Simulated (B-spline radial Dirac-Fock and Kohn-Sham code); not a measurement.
System: the Ba atom in the configuration [Xe] 6s2. Level of theory: a relativistic central-field model (Hartree-Slater potential of the initial state, Latter tail, multipole expansion of the photon field, Dirac-Fock thresholds); a B-spline atomic structure program.

**Question.** Which of the sources Mg Kα (1253.6 eV), Al Kα (taken as 1486.9 eV), Ag Lα (2984.4 eV), Cr Kα (5414.7 eV), Cu Kα (8047.8 eV), Ga Kα (9251.7 eV), Mo Kα (17479.3 eV), Ag Kα (22162.9 eV) can ionise the 3s level, and how does the cross section change among them?

**Answer.** The computed threshold is 1304.2 eV, above Mg Kα; the others can ionise it. Cross sections: Al Kα 54.6 kb, Ag Lα 18.5 kb, Cr Kα 6.27 kb, Cu Kα 2.86 kb, Ga Kα 2.16 kb, Mo Kα 0.554 kb, Ag Kα 0.323 kb. From the first to the last it falls by a factor of 170.
